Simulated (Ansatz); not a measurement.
Correlation energies of CCl₂InNO, SMILES `O=C=[N][In]([Cl])[Cl]` by basis set

```csv
atom,x (Å),y (Å),z (Å)
O1,2.127,0.652,1.911
C2,1.476,0.116,1.108
N3,0.861,-0.504,0.274
In4,-0.850,-0.195,-0.721
Cl5,-1.528,-1.771,-2.232
Cl6,-2.086,1.701,-0.340
```

The species carries charge 0 and has multiplicity 1. Correlated methods include outer-core shells of In, which these sets cover unevenly. In: def2 effective core potential. All single points use the PBE0-D4/def2-TZVP geometry. It is one conformer, not always the lowest. Frozen core, restricted reference, Ansatz 0.2.0.

| basis | HF (Eh) | MP2 corr. | CCSD corr. | (T) | CCSD(T) total |
| --- | --- | --- | --- | --- | --- |
| def2-SVP | -1275.10793 | ? | -0.81663 | ? | ? |
| def2-TZVPP | -1275.63689 | ? | -1.21832 | -0.05525 | ? |
| def2-QZVPP | ? | -1.47305 | – | – | – |

Fill in the withheld values. (Estimate.)

Computed: def2-SVP MP2 corr.: -0.79271; def2-SVP (T): -0.02819; def2-SVP CCSD(T) total: -1275.95275; def2-TZVPP MP2 corr.: -1.20344; def2-TZVPP CCSD(T) total: -1276.91046; def2-QZVPP HF (Eh): -1275.67092.
